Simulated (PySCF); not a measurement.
# Manganese: highly charged ions in a basis for the neutral atom

Mn¹⁷⁺ [He] 2s2 2p4, Mn¹⁸⁺ [He] 2s2 2p3. Computed with PySCF 2.14 in jorge-DZP-DKH, with the spin-free X2C one-electron Hamiltonian (Gaussian nucleus). No spin-orbit coupling, so a gap to NIST mixes the basis error with missing relativistic terms.

Changed run: basis of the neutral atom used for a highly charged ion. This setting is unsound on purpose.

| species | method | sound run (hartree) | changed run (hartree) | converged |
| --- | --- | --- | --- | --- |
| Mn¹⁷⁺ | UHF | not run | -966.94952 | yes |
| Mn¹⁷⁺ | LDA | not run | -964.75467 | yes |
| Mn¹⁷⁺ | r2SCAN | not run | -967.23631 | yes |
| Mn¹⁸⁺ | UHF | not run | -918.62577 | yes |
| Mn¹⁸⁺ | LDA | not run | -916.42576 | yes |
| Mn¹⁸⁺ | r2SCAN | not run | -918.81294 | yes |

Ionisation energy of Mn¹⁷⁺:

```tsv
method	changed run (eV)	NIST (eV)
UHF	1315.0	1320.3 ± 2.5
LDA	1315.1	1320.3 ± 2.5
r2SCAN	1317.7	1320.3 ± 2.5
```

The contracted functions were made for the neutral atom and can be too rigid for a highly charged ion.
